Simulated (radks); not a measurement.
N, configuration [He] 2s2 2p3. Calculated with a radial shooting solver on a logarithmic mesh with Libxc functionals: scalar-relativistic Kohn-Sham, BLYP, spin-polarised, spherical densities, point nucleus; open shells are filled with parallel spins first.

Normalised radial functions P(r) = r R(r), r in bohr:

| r | 2s down | 2p up | 2p down |
|---|---|---|---|
| 0.007148 | 0.0538 | 0.0005 | 0.0005 |
| 0.008871 | 0.0659 | 0.0008 | 0.0007 |
| 0.01101 | 0.0805 | 0.0012 | 0.0011 |
| 0.01377 | 0.0987 | 0.0019 | 0.0017 |
| 0.01709 | 0.1196 | 0.0029 | 0.0026 |
| 0.02122 | 0.1441 | 0.0044 | 0.0040 |
| 0.02633 | 0.1723 | 0.0067 | 0.0060 |
| 0.03268 | 0.2041 | 0.0100 | 0.0091 |
| 0.04056 | 0.2390 | 0.0150 | 0.0136 |
| 0.05074 | 0.2770 | 0.0227 | 0.0205 |
| 0.06298 | 0.3133 | 0.0335 | 0.0303 |
| 0.07816 | 0.3455 | 0.0491 | 0.0444 |
| 0.09701 | 0.3687 | 0.0711 | 0.0643 |
| 0.1204 | 0.3760 | 0.1016 | 0.0919 |
| 0.1494 | 0.3592 | 0.1429 | 0.1292 |
| 0.1869 | 0.3070 | 0.1996 | 0.1804 |
| 0.232 | 0.2148 | 0.2692 | 0.2431 |
| 0.2879 | 0.0776 | 0.3537 | 0.3192 |
| 0.3574 | -0.1017 | 0.4506 | 0.4064 |
| 0.4435 | -0.3102 | 0.5543 | 0.4995 |
| 0.5505 | -0.5237 | 0.6551 | 0.5895 |
| 0.6887 | -0.7159 | 0.7414 | 0.6679 |
| 0.8547 | -0.8385 | 0.7895 | 0.7171 |
| 1.061 | -0.8721 | 0.7891 | 0.7280 |
| 1.317 | -0.8117 | 0.7361 | 0.6967 |
| 1.634 | -0.6770 | 0.6371 | 0.6280 |
| 2.044 | -0.4972 | 0.5032 | 0.5286 |
| 2.537 | -0.3253 | 0.3652 | 0.4193 |
| 3.149 | -0.1845 | 0.2386 | 0.3088 |
| 3.908 | -0.0881 | 0.1375 | 0.2072 |
| 4.85 | -0.0340 | 0.0680 | 0.1235 |
| 6.02 | -0.0102 | 0.0280 | 0.0639 |

2s down: eigenvalue -15.486 eV, 1 radial node at r = 0.318 bohr, <r> = 1.37 bohr, 90 % of the charge inside 2.23 bohr. 2p up: eigenvalue -8.077 eV, 0 radial nodes, <r> = 1.43 bohr, 90 % of the charge inside 2.49 bohr. 2p down (empty): eigenvalue -4.423 eV, 0 radial nodes, <r> = 1.68 bohr, 90 % of the charge inside 3.04 bohr.
